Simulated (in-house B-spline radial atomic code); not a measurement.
Configurations of the lanthanum ion La⁺, with energies counted from [Xe] 5d2. Method: scalar-relativistic (X2C) wB97X, spin-polarised, spherical fractional occupations, exact exchange averaged over the configuration, Fermi nucleus of rms radius 4.855 fm. Calculated with a B-spline radial code for spherical atoms. Shells without spins written out take the highest spin.

Occupations are held fixed; configurations that lie above the ionisation limit could autoionise.

```json
{"configuration": "[Xe] 5d1 6s1", "E - E(ref) (eV)": "0.20992", "highest orbital": "6s up", "its <r> (bohr)": "4.079"}
{"configuration": "[Xe] 5d1 6p1", "E - E(ref) (eV)": "3.1362", "highest orbital": "6p up", "its <r> (bohr)": "5.109"}
{"configuration": "[Xe] 5d1 5f1", "E - E(ref) (eV)": "7.262", "highest orbital": "5f up", "its <r> (bohr)": "9.056"}
{"configuration": "[Kr] 4d10 5s2 5p5 5d2 5f1", "E - E(ref) (eV)": "26.838", "highest orbital": "5f up", "its <r> (bohr)": "8.876"}
{"configuration": "[Kr] 4d9 5s2 5p6 5d2 6p1", "E - E(ref) (eV)": "108.71", "highest orbital": "6p up", "its <r> (bohr)": "4.877"}
```

**Question.** Order these further configurations by energy, lowest first.
A. [Kr] 4d10 4f1 5s2 5p5 5d2
B. [Xe] 4f1 5d1
C. [Kr] 4d10 5s2 5p5 5d2 6p1
D. [Kr] 4d9 5s2 5p6 5d2 5f1
E. [Kr] 4d10 5s2 5p5 5d2 6s1

**Answer.** B (1.3086 eV), A (18.479 eV), E (19.337 eV), C (22.443 eV), D (113.16 eV).

**Question.** How far above the reference does [Kr] 4d9 5s2 5p6 5d3 lie?

**Answer.** 104.34 eV; its least bound orbital is 5d up with <r> = 2.563 bohr.
